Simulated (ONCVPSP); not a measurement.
## europium (Eu), ONCV: configuration errors across variants

* Element: europium
* Generator: ONCVPSP 4.0.1
* Type: optimised norm-conserving Vanderbilt (ONCV)
* Functional: PBE
* Relativity: scalar-relativistic
* Frozen core: [Kr] 4d10 4f6
* Valence charge: 11
* Reference configuration: 5s2 5p6 5d1 6s2
* Partial waves: 5s+6s: rc 2.55 bohr, ncon 4, nbas 8, qcut 4.7 1/bohr, 2 projectors; 5p: rc 2.40 bohr, ncon 3, nbas 6, qcut 6.4 1/bohr, 2 projectors, debl 1.5 Ha; 5d: rc 2.75 bohr, ncon 3, nbas 8, qcut 5.9 1/bohr, 2 projectors, debl 0.6 Ha
* Local potential: polynomial inside 1.95 bohr (lpopt 5, dvloc0 2 Ha)
* Core correction: Teter function fitted to the true core (icmod 2), fcfact 0.25

All-electron excitation energies from the reference (eV): (1) 5s2 5p6 5d1 6s1 6.549; (2) 5s2 5p6 5d1 6s0 18.485; (3) 5s1 5p6 5d1 6s2 53.734.

Errors AE − PS in meV (a dash: test not solved or not reliable):

| change | (1) | (2) | (3) | bound ghosts | GHOST(+) flags above zero |
| --- | --- | --- | --- | --- | --- |
| base | -0.7 | +4.0 | -639 | none | none |
| p: qcut 4.4 | -0.7 | +4.3 | -620 | none | none |
| p: qcut 5.2 | -0.7 | +4.4 | -620 | none | none |
| p: qcut 5.7 | -0.7 | +4.2 | -626 | none | none |
| p: qcut 6.5 | -0.7 | +4.0 | -639 | none | none |
| p: qcut 7 | -0.7 | +4.0 | -642 | none | none |
| p: qcut 7.5 | -0.8 | +3.8 | -648 | none | none |
| p: qcut 8.4 | -0.8 | +3.8 | -650 | none | none |
| p: qcut 9.1 | -0.8 | +3.7 | -653 | none | none |
| p: qcut 9.5 | -0.8 | +3.7 | -653 | none | none |

Q: Give the same row for: p: qcut 3.8.

A: -0.8, +3.8, -631; bound ghosts: none; GHOST(+) flags above zero: none.
